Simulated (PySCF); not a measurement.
Pt³⁸⁺: ionisation energy

Pt³⁸⁺ [Kr] 4d4 (5D) → Pt³⁹⁺ [Kr] 4d3 (4F), as a difference of total energies. All numbers are calculated (PySCF 2.14, no relativity, point nucleus, in an uncontracted even-tempered set (18 s from 3.9 bohr⁻², ratio 2.5; 12 p from 5.1 bohr⁻², ratio 2.5; 9 d from 5.1 bohr⁻², ratio 2.5; 4 f from 22 bohr⁻², ratio 2.7; 3 g from 33 bohr⁻², ratio 2.7)). Correlated levels: outer shells: [Ar] 3d10 frozen; virtual orbitals above 40 to 60 times the deepest correlated orbital energy dropped. The calculations carry no spin-orbit coupling.

| method | ionisation energy (eV) |
| --- | --- |
| UHF | 1751.7 |
| PBE0 | 1753.0 |
| r2SCAN | 1752.9 |
| TPSS | 1752.4 |
| PW91 | 1753.0 |
| MP2 (outer shells) | 1751.8 |
| SCS-MP2 (outer shells) | 1751.5 |

**Question.** Estimate what PBE gives.

**Answer.** 1752.8 eV, closest to r2SCAN among the rows shown.

**Question.** Estimate what LDA gives.

**Answer.** 1753.1 eV, closest to PBE0 among the rows shown.

Spin-orbit coupling is strong in these open shells (close to jj coupling). The scalar numbers leave it out and a first-order estimate fails, so it can dominate the gap to the real levels.

All relativistic terms are absent from these numbers, so their closeness to the reference says little about the methods.

For comparison: 1763 ± 4 eV (theoretical estimate listed by NIST; NIST Atomic Spectra Database, ionization energies).
